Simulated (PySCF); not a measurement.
The same groups moved round the core (furan mercapto+boryl). Isolated molecules, 0 K electronic values unless said otherwise. One relaxed conformer stands for each flexible species; it need not be the lowest. Strings in code marks are SMILES. All members: neutral, multiplicity 1. Level: PBE0-D3(BJ)/def2-TZVP // PBE0-D3(BJ)/def2-SVP (PySCF). Delta-SCF ions had no search for a lower state.  The removal energy is E(N − 1 electrons) − E(N electrons) at the parent's geometry; ε(HOMO) is measured against the vacuum level.

```json
[
 {"species": "`Bc1cocc1S` (H–B–C–C torsion 0°, C–C–S–H torsion 0°)", "−ε(HOMO) (eV)": "6.43", "vertical ionisation energy (Delta-SCF) (eV)": "8.33"},
 {"species": "`Bc1ccoc1S` (H–B–C–C torsion 0°, O–C–S–H torsion 180°)", "−ε(HOMO) (eV)": "6.44", "vertical ionisation energy (Delta-SCF) (eV)": "withheld"},
 {"species": "`Bc1ccc(S)o1` (H–B–C–O torsion 180°, O–C–S–H torsion 0°)", "−ε(HOMO) (eV)": "6.56", "vertical ionisation energy (Delta-SCF) (eV)": "8.33"},
 {"species": "`Bc1occc1S` (H–B–C–O torsion 0°, C–C–S–H torsion 0°)", "−ε(HOMO) (eV)": "6.72", "vertical ionisation energy (Delta-SCF) (eV)": "8.57"},
 {"species": "`Bc1coc(S)c1` (H–B–C–C torsion 0°, O–C–S–H torsion 71°)", "−ε(HOMO) (eV)": "6.98", "vertical ionisation energy (Delta-SCF) (eV)": "8.81"},
 {"species": "`Bc1cc(S)co1` (H–B–C–O torsion 0°, C–C–S–H torsion 73°)", "−ε(HOMO) (eV)": "7.16", "vertical ionisation energy (Delta-SCF) (eV)": "8.99"}
]
```

### Question
Fit vertical ionisation energy (Delta-SCF) = a + b·x to the 5 complete rows by least squares, with x = −ε(HOMO) in eV. Give a, b and the rms residual, and predict the withheld value.

### Answer
Means of the 5 rows: x̄ = 6.77, ȳ = 8.606 eV. Σ(x − x̄)² = 0.3584 and Σ(x − x̄)(y − ȳ) = 0.3462, so b = 0.966 and a = ȳ − b·x̄ = 2.066 eV. The rms residual is 0.041 eV. At x = 6.44 the line gives 8.29 eV. The run for `Bc1ccoc1S` (H–B–C–C torsion 0°, O–C–S–H torsion 180°) gave 8.27 eV, so the line is off by 0.02 eV, within twice the rms residual.

Codes: PySCF.
